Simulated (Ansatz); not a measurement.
A nudged elastic band was laid between two geometries of CH7NSeSi (11 atoms, charge 0, multiplicity 1).

Level of theory: Ansatz, RKS PBE0-D4/def2-SVP.

```json
{
 "movable images": "5",
 "climbing image": "yes",
 "spring": "5.0 eV/Å²",
 "optimiser": "quadratic models (default)",
 "start path": "IDPP",
 "force threshold": "0.03 eV/Å",
 "iteration limit": "60",
 "end points": "relaxed"
}
```

Initial state:

```xyz
11
Properties=species:S:1:pos:R:3
N -0.110 1.313 -0.022
C 0.591 0.688 1.062
Se 1.340 -1.041 0.469
Si -0.444 -1.494 -0.885
H 0.528 1.684 -0.723
H -0.718 2.065 0.297
H 1.449 1.246 1.483
H -0.114 0.480 1.880
H -1.737 -1.315 -0.160
H -0.456 -0.741 -2.172
H -0.266 -2.944 -1.208
```

Final state:

```xyz
11
Properties=species:S:1:pos:R:3
N 0.536 1.756 -0.217
C 0.673 0.867 0.870
Se 1.160 -1.065 0.465
Si -0.832 -1.635 -0.457
H 1.371 1.796 -0.794
H -0.254 1.533 -0.816
H 1.499 1.171 1.528
H -0.246 0.829 1.470
H -1.948 -1.554 0.537
H -1.183 -0.725 -1.596
H -0.710 -3.031 -0.969
```

(1) What changes between the two ends?

(2) What energy profile does the band end with?

(3) What is the geometry of the highest image?

(4) What are the harmonic wavenumbers there?

## Answers

(1) No bond is made or broken. The height of N1 over the plane of its neighbours goes from -0.35 to 0.34 Å.

(2) The forces met the threshold. The highest image is number 2 of 0 to 6, 0.090 eV above the first end and 0.139 eV above the last; the last end lies 0.049 eV below the first. A vibrational analysis at the climbing image gives one clearly imaginary mode, 500i cm⁻¹: a first-order saddle point.

| image | path coordinate (Å) | energy (eV) | height of N1 over the plane of its neighbours (Å) |
| --- | --- | --- | --- |
| 0 | 0.00 | 0.000 | -0.35 |
| 1 | 0.39 | 0.016 | -0.31 |
| 2 | 0.78 | 0.090 | -0.05 |
| 3 | 1.34 | -0.034 | 0.32 |
| 4 | 1.90 | -0.043 | 0.33 |
| 5 | 2.46 | -0.047 | 0.33 |
| 6 | 3.02 | -0.049 | 0.34 |

(3) 
```xyz
11
Properties=species:S:1:pos:R:3
N 0.066 1.425 -0.015
C 0.712 0.743 1.023
Se 1.203 -1.189 0.623
Si -0.541 -1.510 -0.790
H 0.586 1.790 -0.797
H -0.901 1.691 0.069
H 1.680 1.182 1.312
H 0.072 0.702 1.914
H -1.839 -1.094 -0.171
H -0.399 -0.814 -2.105
H -0.574 -2.982 -1.043
```

(4) 500i, 56, 136, 203, 274, 380, 412, 556, 593, 602, 800, 904, 935, 951, 1048, 1202, 1263, 1328, 1463, 1602, 2213, 2225, 2237, 3083, 3175, 3668, 3800 cm⁻¹.

Time of the run: 4.3 min on 2 threads of Intel(R) Xeon(R) CPU @ 2.80GHz (Skylake/Cascade Lake), on a shared host, peak memory 0.31 GiB.
